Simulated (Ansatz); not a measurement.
`O=CCBCl` + HBr → `O=CCBr` + `BCl` at 600 K and 1 bar (substitution at a C–B bond).

Computed with Ansatz on PBE0-D4/def2-TZVP structures; ΔE is electronic, products minus reactants. CBS: MP2 limit from def2 TZ/QZ plus the TZ coupled-cluster correction, frozen cores. This one scheme is used for every species. For Br outer-core shells are correlated without core-valence functions, which leaves a few kJ/mol of doubt a bond. Scalar relativity is left out up to krypton. Each species was taken in one conformer, which may not be the lowest.

| species | CCSD(T)/CBS energy (Eh) | H − E (kJ/mol) | S (J/(mol·K)) |
| --- | --- | --- | --- |
| `O=CCBCl` | -638.27795 | 209.5 | 406.4 |
| HBr | -2573.91920 | 33.5 | 219.1 |
| `O=CCBr` | -2726.38076 | 163.4 | 365.0 |
| `BCl` | -485.78909 | 80.5 | 267.8 |

H − E and S are ideal-gas, rigid-rotor, harmonic terms from PBE0-D4/def2-TZVP, for one conformer and one mirror image of each species. 1 Eh = 2625.50 kJ/mol, R = 8.31446 J/(mol·K).

**Question.** By hand: ΔE, ΔH, ΔS and ΔG.

**Answer.** ΔE = (-2726.38076) + (-485.78909) − (-638.27795) − (-2573.91920) = 0.02730 Eh = 71.7 kJ/mol. Δ(H − E) = 163.4 + 80.5 − 209.5 − 33.5 = 0.9, so ΔH = 72.6 kJ/mol. ΔS = 365.0 + 267.8 − 406.4 − 219.1 = 7.3 J/(mol·K). ΔG = 72.6 − 600 × (7.3)/1000 = 68.2 kJ/mol.

**Question.** By hand: the equilibrium constant, and the temperature at which ΔG would vanish if ΔH and ΔS stayed fixed.

**Answer.** log₁₀ K = −ΔG/(RT ln 10) = -5.9. ΔG = 0 at ΔH/ΔS = 9945 K, far beyond where these terms or the molecules hold.

The number of gas molecules stays the same, so ΔS is small and ΔH decides. A doubt of 5 kJ/mol in ΔE shifts log₁₀ K by 0.4 here. Other conformers and mirror images would add mixing entropy, several J/(mol·K) or more a flexible species. Modes under 60 cm⁻¹, often nearly free rotors, make the harmonic entropy too high. These are equilibria of isolated gas molecules and say nothing of rates. Largest T1 diagnostic: 0.014 (customary marks: 0.02 for closed shells, 0.045 for open ones).
